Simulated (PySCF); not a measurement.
## Spinor energies of B⁺ (boron, charge +1)

Start: [He] 2s2. Calculated with PySCF 2.14 in an uncontracted even-tempered set (20 s from 0.0048 bohr⁻², ratio 2.6; 13 p from 0.0062 bohr⁻², ratio 2.6; 9 d from 0.0063 bohr⁻², ratio 2.8; 5 f from 0.59 bohr⁻², ratio 2.8): generalised Hartree-Fock with the X2C-1e Hamiltonian and a Gaussian nucleus; spin-orbit coupling (SO) screened by Boettger's factors.

| spinor shell | electrons | ε, screened SO (eV) | weight of nominal j (screened SO) | rms radius, screened SO (bohr) |
| --- | --- | --- | --- | --- |
| 1s1/2 | 2 | -222.80 | 1.000 | 0.378 |
| 2s1/2 | 2 | -23.784 | 1.000 | 1.96 |

| quantity | screened SO |
| --- | --- |
| E (hartree) | -24.24435 |
| M_J | 0 |
| ⟨J²⟩ | 0.000 |
| ⟨L²⟩ | 0.000 |
| ⟨S²⟩ | 0.000 |
